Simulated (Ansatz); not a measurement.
C3H6AlN. The species carries charge 0 and has multiplicity 1. The bonds changed during the relaxation, so this is another structure than the one it started from. The geometry is a stationary point of PBE0-D4/def2-TZVP. It is one conformer, not always the lowest.

```xyz
11

C     1.419    1.085    0.031
C     0.183    0.697    0.423
C    -0.802   -0.126    0.381
N    -2.006   -0.338    0.958
Al    0.627   -0.854   -0.890
H     1.546    1.850   -0.732
H     2.289    0.875    0.650
H    -2.461    0.432    1.420
H    -2.628   -0.981    0.502
H     1.492   -2.051   -0.318
H     0.339   -0.589   -2.426
```

Question: What is the dipole moment at r2SCAN/def2-TZVPP? (An estimate is asked.)

Answer: Computed: 2.81 D, with components (-2.27, 1.20, 1.16) D in this frame, pointing from negative to positive charge.

Question: And with PBE, B3LYP, ωB97M-V? (Estimate.)

Answer: The calculation gave: PBE 2.76 D, B3LYP 2.70 D, ωB97M-V 2.74 D.

Question: Give the Mulliken charges with r2SCAN, PBE, B3LYP in def2-TZVPP. (An estimate is asked.)

Answer: Ansatz gave: 
```tsv
atom	r2SCAN	PBE	B3LYP
C1	-0.25	-0.26	-0.30
C2	-0.04	-0.07	-0.04
C3	-0.01	0.01	0.01
N4	-0.36	-0.30	-0.31
Al5	0.44	0.29	0.39
H6	0.11	0.12	0.13
H7	0.11	0.12	0.13
H8	0.18	0.17	0.16
H9	0.19	0.19	0.18
H10	-0.18	-0.14	-0.16
H11	-0.18	-0.14	-0.16
```

B3LYP here is the variant with VWN-RPA as its local correlation; programs differ in this.
